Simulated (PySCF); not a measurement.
Cl$_{3}$In, charge +1, doublet, geometry from GFN2-xTB (such geometries of metal compounds can be far from the true shape) (a state made from the parent by changing its charge; the spin is typed, not shown lowest) (core potentials on In). Base run: B3LYP/def2-SV(P) (PySCF).

The PySCF input:
```python
from pyscf import gto, scf, dft

mol = gto.M(
    atom='''
In   -0.00000000   -0.00000000   -0.00000000
Cl    2.29165336   -0.20818506   -0.44925316
Cl   -0.92222567   -1.03274104    1.89203338
Cl   -1.36942769    1.24092610   -1.44278022
''',
    basis='def2-sv(p)',
    ecp={'In': 'def2-sv(p)'},
    charge=1,
    spin=1,
    verbose=4,
)

mf = dft.UKS(mol)
mf.xc = 'b3lyp'
mf.kernel()
```

Each row names what was changed in the base input (with any setting that the change needs).

| change | basis functions | E (Eh) | HOMO (eV) |
|---|---|---|---|
| base | 80 | -1570.14186 | -14.25 |
| basis = x2c-SVPall; relativity = spin-free X2C; nucleus = Gaussian (with nucmod='G'; without ecp={'In': 'def2-sv(p)'}) | 90 | -7264.52092 | -14.23 |
| basis = x2c-TZVPall; relativity = spin-free X2C (without ecp={'In': 'def2-sv(p)'}) | 171 | -7265.81024 | -14.11 |
| basis = x2c-TZVPall; relativity = none (without ecp={'In': 'def2-sv(p)'}) | 171 | -7016.59527 | -14.23 |
| basis = jorge-DZP-DKH; relativity = none (without ecp={'In': 'def2-sv(p)'}) | 120 | -7061.98034 | -14.27 |
| basis = x2c-SVPall; relativity = spin-free X2C (without ecp={'In': 'def2-sv(p)'}) | 90 | -7264.63244 | -14.23 |
| basis = x2c-TZVPall; relativity = spin-free X2C; nucleus = Gaussian (with nucmod='G'; without ecp={'In': 'def2-sv(p)'}) | 171 | -7265.68486 | -14.11 |
| basis = jorge-DZP-DKH; relativity = spin-free X2C; nucleus = Gaussian (with nucmod='G'; without ecp={'In': 'def2-sv(p)'}) | 120 | -7260.54529 | -14.25 |
| basis = jorge-DZP-DKH; relativity = spin-free X2C (without ecp={'In': 'def2-sv(p)'}) | 120 | -7260.67162 | -14.25 |
| basis = x2c-SVPall; relativity = none (without ecp={'In': 'def2-sv(p)'}) | 90 | -7004.00300 | -14.02 |

Absolute energies of different levels of theory aren't comparable as measures of quality.

Open shells are given as the SCF converged; they aren't shown to be the lowest states, and a large step between rows can be another state.

Basis sets contracted for a relativistic Hamiltonian are a mismatch without it, so the rows without relativity aren't non-relativistic limits. No row has spin-orbit coupling; sets with core potentials leave out the core electrons.
